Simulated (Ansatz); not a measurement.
Sn2O4⁺. The state is a doublet with charge 1. Geometry r2SCAN-D4/def2-SVP, that of the neutral singlet.

```xyz
6

Sn   -0.136    1.567    0.960
Sn    1.015   -0.595   -1.226
O    -1.083   -0.607    0.574
O     1.501    0.910    0.055
O    -1.115    0.339   -0.603
O    -0.182   -1.614    0.240
```

In the def2 sets Sn takes a core potential; there is no spin–orbit coupling. The structure holds 2 bonds between oxygen atoms, so isomers without such links may lie far lower. The structure comes from a short search, and lower isomers may exist.

(1) Estimate the α-spin orbital energies around the gap (eV) in Ansatz with PBE-D4/def2-TZVP, PBE0-D4/def2-TZVP.

Results:

(1) 
| orbital | PBE-D4/def2-TZVP | PBE0-D4/def2-TZVP |
| --- | --- | --- |
| HOMO−5 | -13.87 | -15.68 |
| HOMO−4 | -13.19 | -15.20 |
| HOMO−3 | -12.63 | -14.34 |
| HOMO−2 | -12.59 | -13.88 |
| HOMO−1 | -12.10 | -13.50 |
| HOMO | -11.71 | -12.72 |
| LUMO | -8.59 | -7.42 |
| LUMO+1 | -7.94 | -7.09 |
| LUMO+2 | -7.56 | -6.62 |
| LUMO+3 | -6.58 | -5.74 |
| LUMO+4 | -6.16 | -5.21 |
| LUMO+5 | -5.38 | -4.39 |
| β HOMO | -11.61 | -12.62 |
| β LUMO | -11.35 | -10.76 |
